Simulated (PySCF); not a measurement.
**NMR problem set**

PySCF 2.14 calculation with NMR shieldings at PBE0/pcSseg-1/GIAO and GFN2-xTB geometry; rapidly exchanging positions averaged, a single conformation, gas phase, no relativistic terms.

Shifts are taken against calculated references (same method and geometry level): $^{1}$H and $^{13}$C vs TMS. Splittings of carbon signals by F and P are missing where no couplings were computed. Where no couplings were computed, multiplicities follow the n + 1 count of equivalent neighbours, and m marks all less simple cases (inequivalent or close neighbours, rings, F or P nearby). Shifts are as computed. Against solution values, carbons near 30 ppm lie about +3 ppm off and those near 130 ppm about +5 ppm. Of 1211 compounds with measured shifts, 218 miss one by over three times the rms of a fit or turn the order of signals round; such compounds aren't used in these exercises. OH and NH positions are gas-phase values without hydrogen bonding to other molecules.

Q: C8H12. $^{1}$H NMR (300 MHz, computed): δ 5.25 (s, 2H), 2.19 (t, 2H), 2.09 (s, 3H), 1.69 (m, 2H), 1.03 (t, 3H). $^{13}$C{$^{1}$H} NMR (computed): δ 185.2 (C), 168.8 (C), 132.5 (C), 92.3 (CH2), 42.3 (CH2), 28.2 (CH3), 23.4 (CH2), 15.4 (CH3). What is it?

A: `C=C=C=C(C)CCC`. The formula gives 3 degrees of unsaturation (no ring in the answer). 8 carbon signals for 8 carbons: no two carbons are equivalent. Carbon types of the structure: 3 × C, 3 × CH2, 2 × CH3, which accounts for all hydrogens. δC 185.2, 168.8: central carbon of an allene. δC 132.5, 92.3: terminal carbon of a cumulated C=C=C unit. δH 2.19: hydrogen on an allylic sp3 CH2; allylic position. δH 1.03: hydrogen on a methyl carbon; far from electronegative atoms and π systems.

The shifts were computed for this structure.

Q: C8H11FN2. $^{1}$H NMR (400 MHz, computed): δ 9.51 (m, 1H), 7.35 (m, 1H), 1.51 (s, 9H). $^{13}$C{$^{1}$H} NMR (computed): δ 175.5, 172.7, 145.1, 114.9, 39.6, 32.3. What is it?

A: `CC(C)(C)c1cc(F)cnn1`. Rings plus π bonds: 4 (1 ring in the answer). 6 carbon signals for 8 carbons: some carbons are equivalent by symmetry or fast rotation. Carbon types of the structure: 3 × C, 2 × CH, 3 × CH3, which accounts for all hydrogens. δC 175.5: substituted aromatic carbon next to a ring nitrogen. δC 172.7: aromatic carbon bearing fluorine; σ withdrawal by the attached heteroatom moves it downfield of the ring CH carbons. δC 145.1: aromatic CH next to a ring nitrogen; the adjacent pyridine-type nitrogen withdraws density from it. δH 9.51: hydrogen on an aromatic CH next to a ring nitrogen; ring current plus the neighbouring ring nitrogen.

The shifts were computed for this structure.

Q: C8H8O3. $^{1}$H NMR (400 MHz, computed): δ 9.72 (br s, 1H), 8.15 (s, 1H), 7.45 (d, 1H), 7.29 (d, 1H), 7.02 (m, 1H), 2.47 (s, 3H). $^{13}$C{$^{1}$H} NMR (computed): δ 164.3 (CH), 150.4 (C), 146.2 (C), 136.7 (C), 135.0 (CH), 126.2 (CH), 123.3 (CH), 21.1 (CH3). Identify the compound.

A: `Cc1cccc(OC=O)c1O`. The formula gives 5 degrees of unsaturation (1 ring in the answer). 8 carbon signals for 8 carbons: no two carbons are equivalent. Carbon types of the structure: 3 × C, 4 × CH, 1 × CH3, leaving 1 H on heteroatoms. δC 164.3: ester carbonyl carbon; lone-pair donation from the attached heteroatom keeps it upfield of a ketone carbonyl. δC 150.4, 146.2: aromatic carbon bearing oxygen; an ipso carbon deshielded by its heteroatom. δC 135.0, 126.2, 123.3: aromatic CH. δH 9.72: hydrogen on a phenol-type oxygen; exchangeable, gas-phase position.

The data come from this structure; uniqueness wasn't tested.
